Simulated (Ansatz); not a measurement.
C3H8F2OSi, SMILES `CC(C)O[SiH](F)F`. The species carries charge 0 and has multiplicity 1.

```xyz
15

C     1.338   -0.328   -0.753
C     0.397    0.067    0.365
C     0.811    1.348    1.050
O    -0.920    0.263   -0.155
Si   -2.053   -0.821   -0.501
F    -3.459   -0.135   -0.280
F    -1.951   -2.056    0.491
H     1.362    0.450   -1.520
H     1.027   -1.265   -1.221
H     2.351   -0.466   -0.367
H     0.356   -0.740    1.106
H     0.841    2.169    0.328
H     1.802    1.239    1.494
H     0.103    1.609    1.838
H    -2.004   -1.333   -1.876
```

**Question.** Give the diagnostics of a CCSD(T)/def2-TZVPP run (frozen core, Ansatz). (Best estimate.)

**Answer.** Computed: T1 = 0.0111, largest single amplitude 0.013, largest double 0.010, (T) share of the correlation energy 3.3 %, 9 CCSD cycles. The RHF solution is stable towards an unrestricted one. T1 lies under the customary mark of 0.02 for closed shells.
